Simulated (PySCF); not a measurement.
C₄H₉, SMILES [CH2]C(C)C, multiplicity 2.

The structure is a stationary point at B3LYP-D3(BJ)/def2-SVP. A frequency run showed that this geometry is not a minimum. The isomer is the one that the SMILES or the coordinates give; other isomers of the formula were not compared.

All values below come from B3LYP-D3(BJ)/def2-SVP in PySCF.

No scaling factor is applied to the harmonic values.

```csv
mode,ν (cm⁻¹),IR (km/mol),moving atoms (share of kinetic energy)
1,139i,4.6,H 97 %
2,238,0.0,H 98 %
3,272,0.0,H 94 %
4,324,6.2,"H 62 %, C 38 %"
5,365,0.0,"C 56 %, H 44 %"
6,430,0.2,"C 51 %, H 49 %"
7,503,33.9,"C 54 %, H 46 %"
8,814,0.4,"C 69 %, H 31 %"
9,903,2.0,"H 84 %, C 16 %"
10,925,0.9,"H 85 %, C 15 %"
11,954,0.0,"H 65 %, C 35 %"
12,991,1.5,"H 52 %, C 48 %"
13,1089,2.4,"C 63 %, H 37 %"
14,1182,1.6,"H 53 %, C 47 %"
15,1190,0.5,"C 53 %, H 47 %"
16,1327,3.1,"H 76 %, C 24 %"
17,1348,2.7,"H 72 %, C 28 %"
18,1377,1.8,"H 80 %, C 20 %"
19,1393,1.3,"H 80 %, C 20 %"
20,1442,1.6,"H 83 %, C 17 %"
21,1458,0.0,H 97 %
22,1460,2.6,H 96 %
23,1473,7.5,H 96 %
24,1483,5.2,H 93 %
25,3017,25.8,H 97 %
26,3021,21.3,H 97 %
27,3027,18.7,H 92 %
28,3095,0.0,"H 91 %, C 9 %"
29,3101,60.3,"H 91 %, C 9 %"
30,3112,22.3,"H 91 %, C 9 %"
31,3113,28.7,"H 91 %, C 9 %"
32,3128,13.0,H 95 %
33,3245,10.0,"H 89 %, C 11 %"
```
